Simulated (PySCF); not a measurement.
# Stretching GeS

Set-up: Ge def2-SVP, S def2-SVP; no relativity (PySCF 2.14). Energies in eV from Ge + S in their ground configurations at the same level. All curves are PBE0. state 1: ¹Σ⁺ (singlet), closed shell; state 2: triplet, unpaired electrons π ↑↑, a mixture of terms (⟨Lz²⟩ = 2.0), a second solution, started from another occupation; state 3: ⁵Π (quintet), unpaired electrons σ ↑, π ↑↑↑, a second solution, started from another occupation.

| R (Å) | state 1 | state 2 | state 3 |
| --- | --- | --- | --- |
| 1.740 | -3.894 | 1.047 | 4.0668 |
| 1.821 | -4.857 | -0.449 | 2.5568 |
| 1.902 | -5.385 | -1.480 | 1.5065 |
| 1.962 | -5.571 | -2.024 | 0.9448 |
| 2.023 | -5.619 | -2.413 | 0.5315 |
| 2.084 | -5.563 | -2.681 | 0.2338 |
| 2.165 | -5.366 | -2.892 | -0.0277 |
| 2.266 | -4.986 | -2.981 | -0.2036 |
| 2.387 | -4.415 | -2.917 | -0.2798 |
| 2.549 | -3.570 | -2.659 | -0.2724 |

Question: Put a parabola through the three lowest points of the state 1 curve and estimate Re, k and ωe (reduced mass 22.32 u; 1 eV/Å² = 0.16022 mdyn/Å; ωe = 1302.8·√(k/μ) cm⁻¹).

Answer: Through R = 1.962, 2.023, 2.084 Å the second-order coefficient is 14.0 eV/Å², so Re ≈ 2.021 Å, k ≈ 4.48 mdyn/Å and ωe ≈ 584 cm⁻¹. A polynomial fit of higher order to the unrounded PBE0 energies gives Re = 2.018 Å, k = 4.66 mdyn/Å, ωe = 595 cm⁻¹; anharmonicity and rounding make the difference.

The higher-order fit for each curve: state 1: Re = 2.018 Å, ωe = 595 cm⁻¹, De = 5.62 eV; state 2: Re = 2.277 Å, ωe = 387 cm⁻¹, minimum 2.98 eV below the ground-state fragments. State 3 gave no clean fit.

Counting both spins, an empty level lies below a filled one in some of these solutions, because spin and occupation are held.
